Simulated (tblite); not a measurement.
Problem. Give a GFN2-xTB geometry of InChI=1S/C2H11ClSSi3/c1-4-7(2-5)6-3/h7H,2,6H2,1,5H3/t7-/m0/s1.

Solution. 
```xyz
18
C2H11ClSSi3 angstrom
C     -2.6353   -1.2494   -0.5560
S     -0.9911   -1.5164    0.1789
Si     0.0000    0.2734   -0.5148
C      1.7565    0.1845    0.1916
Si     2.8767   -1.1892   -0.5080
Si    -1.1111    2.1944    0.1859
Cl    -2.4424    2.7755   -1.2295
H     -3.2015   -2.1611   -0.3976
H     -3.1279   -0.4162   -0.0632
H     -2.5363   -1.0554   -1.6193
H      0.0352    0.1274   -1.9807
H      2.2374    1.1479    0.0241
H      1.6929    0.0606    1.2727
H      4.1766   -1.1094    0.1644
H      2.2771   -2.4995   -0.2786
H      3.0626   -0.9475   -1.9412
H     -0.1929    3.3198    0.3712
H     -1.8853    2.0669    1.4237
```

Any rigid rotation of these coordinates is as good. Atoms count from 1 in this order. Of the pairs four or more bonds apart, Si6···H9 is among the closest relative to their van der Waals radii: 3.31 Å, 100 % of the sum of Bondi's values. Si3 (SiH silicon) is distorted tetrahedral (angles from 104.4° to 113.1°). Si6 (chlorine-bound silicon) is distorted tetrahedral (angles from 105.5° to 115.8°). Si5 (SiH3 silicon) is tetrahedral (angles from 108.3° to 110.7°).

Bonds between heavy atoms (Å): C1–S2 1.821, S2–Si3 2.160, Si3–C4 1.895, C4–Si5 1.906, Si3–Si6 2.327, Si6–Cl7 2.028.

Structure optimised with GFN2-xTB, isolated species.

Point group: C1 (no symmetry element, even within 0.4 Å). Its lowest GFN2-xTB frequency is 14 cm⁻¹, too small to tell a flat minimum from a shallow saddle. The numbers are those of one conformer (C1–S2–Si3–C4 179°, S2–Si3–C4–Si5 68°, S2–Si3–Si6–Cl7 -92°). 3 starts were optimised and ended at 0.00, 0.23 and 0.65 kcal/mol (GFN2-xTB); the lowest of these is shown.

The numbers are calculated, not measured.
